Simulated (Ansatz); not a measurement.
```xyz
13

N     1.216    1.794    1.597
Sn   -0.631    1.002    1.740
N    -0.474   -0.188    0.039
Si   -1.874   -1.076   -0.442
Si    0.982   -0.367   -0.871
H     1.883    1.684    0.848
H     1.558    2.443    2.288
H    -1.636   -2.547   -0.461
H    -2.357   -0.685   -1.796
H    -2.958   -0.789    0.542
H     2.055   -1.039   -0.086
H     1.523    0.951   -1.310
H     0.711   -1.183   -2.088
```

Total charge 0; spin multiplicity 1. Sn takes the def2 core potential.

Task: List the r2SCAN/def2-TZVPP orbital energies in eV (Ansatz). (An estimate is asked.)

Result: Computed: Occupied: -1791.07, -1791.02, -384.96, -384.71, -141.49, -141.43, -136.90, -96.35, -96.34, -96.33, -96.30, -96.28, -96.28, -91.85, -91.68, -91.58, -26.26, -26.18, -26.12, -26.03, -25.92, -21.71, -21.00, -13.90, -13.13, -12.32, -11.95, -9.90, -9.43, -9.36, -8.46, -8.20, -8.06, -6.80, -6.59, -6.25. Lowest empty: -2.41, -0.86, -0.14, 0.88, 0.96, 1.06, 1.33, 1.48.
